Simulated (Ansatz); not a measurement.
Pd₃O₃⁻, relaxed as a doublet with UKS r2SCAN-D4/def2-SVPD in Ansatz, starting from the GFN2-xTB geometry. Force threshold 0.02 eV/Å.

In the def2 sets Pd takes a core potential; there is no spin–orbit coupling. The charge -1 doublet is spin-contaminated (final ⟨S²⟩ up to 1.58, 0.75 for a pure state). Another isomer (doublet) lies 0.96 eV lower at PBE0-D4/def2-TZVPD; other spin states weren't run for this one.

Start:

Cartesian coordinates in Å:
```
Pd 1.337 1.670 -2.172
Pd 0.105 0.059 -0.715
Pd -0.872 -0.480 1.497
O 1.602 -0.242 -1.662
O -1.591 -0.170 -0.072
O -0.581 -0.838 3.123
```

| step | energy (eV) | largest force component (eV/Å) | SCF passes |
| --- | --- | --- | --- |
| 1 | -16576.3750 | 3.370 | 75 |
| 2 | -16576.9598 | 0.989 | 53 |
| 3 | -16577.0775 | 0.369 | 55 |
| 4 | -16577.1441 | 0.257 | 49 |
| 5 | -16577.1857 | 0.240 | 55 |
| 6 | -16577.2227 | 0.195 | 54 |
| 7 | -16577.2417 | 0.079 | 49 |
| 8 (rejected) | -16577.2389 | 0.195 | 48 |
| 9 | -16577.2434 | 0.048 | 40 |
| 10 | -16577.2437 | 0.028 | 40 |
| 11 | -16577.2437 | 0.002 | 39 |

Force components are those of the run's own axes.

End:

```tsv
atom	x (Å)	y (Å)	z (Å)
Pd1	1.224	1.070	-2.838
Pd2	0.131	0.261	-0.645
Pd3	-1.116	-0.557	1.601
O4	1.910	0.309	-1.226
O5	-1.663	0.199	-0.027
O6	-0.487	-1.282	3.134
```

By distances, no bond broke or formed. The bond that changes most is Pd3–O5, from 1.75 to 1.88 Å (atoms count from 1).

No frequencies were taken in this run, so the end may be a saddle point.

Hardware: 4 threads of Intel Xeon on a shared host. Wall time 4.2 min.
